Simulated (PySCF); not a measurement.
B²⁺ (boron, charge +2) across methods

[He] 3d1, 2D determinant (an excited configuration). All numbers are calculated (PySCF 2.14, scalar relativity by spin-free X2C-1e, in aug-cc-pCVQZ-DK (9s8p6d4f2g, 109 functions)).

```json
{"method": "LDA", "E (hartree)": "-22.2684", "mean ε 1s α (eV)": "-219.96", "mean ε 1s β (eV)": "-219.95", "mean ε 3d α (eV)": "-11.632", "Σ⟨r²⟩ (bohr²)": "13.82", "⟨S²⟩": "0.750"}
{"method": "wB97X-V", "E (hartree)": "-22.5619", "mean ε 1s α (eV)": "-230.85", "mean ε 1s β (eV)": "-230.84", "mean ε 3d α (eV)": "-14.021", "Σ⟨r²⟩ (bohr²)": "13.37", "⟨S²⟩": "0.750"}
{"method": "BLYP", "E (hartree)": "-22.5691", "mean ε 1s α (eV)": "-222.39", "mean ε 1s β (eV)": "-222.40", "mean ε 3d α (eV)": "-12.009", "Σ⟨r²⟩ (bohr²)": "13.02", "⟨S²⟩": "0.750"}
{"method": "PBE", "E (hartree)": "-22.5260", "mean ε 1s α (eV)": "-221.97", "mean ε 1s β (eV)": "-221.95", "mean ε 3d α (eV)": "-12.046", "Σ⟨r²⟩ (bohr²)": "13.24", "⟨S²⟩": "0.750"}
{"method": "UHF", "E (hartree)": "-22.49169", "mean ε 1s α (eV)": "-250.61", "mean ε 1s β (eV)": "-250.61", "mean ε 3d α (eV)": "-13.587", "Σ⟨r²⟩ (bohr²)": "14.51", "⟨S²⟩": "0.750"}
{"method": "r2SCAN", "E (hartree)": "-22.5615", "mean ε 1s α (eV)": "-225.07", "mean ε 1s β (eV)": "-225.08", "mean ε 3d α (eV)": "-11.878", "Σ⟨r²⟩ (bohr²)": "13.49", "⟨S²⟩": "0.750"}
{"method": "PBE0", "E (hartree)": "-22.5297", "mean ε 1s α (eV)": "-229.32", "mean ε 1s β (eV)": "-229.31", "mean ε 3d α (eV)": "-12.493", "Σ⟨r²⟩ (bohr²)": "13.50", "⟨S²⟩": "0.750"}
```

Problem. Estimate the same row for LC-wPBE.

Solution. E (hartree) = -22.5136; mean ε 1s α (eV) = -228.04; mean ε 1s β (eV) = -228.03; mean ε 3d α (eV) = -14.167; Σ⟨r²⟩ (bohr²) = 13.33; ⟨S²⟩ = 0.750.

The outer electron is Rydberg-like, and this basis confines it to a smaller radius and binds it less than a complete one would.
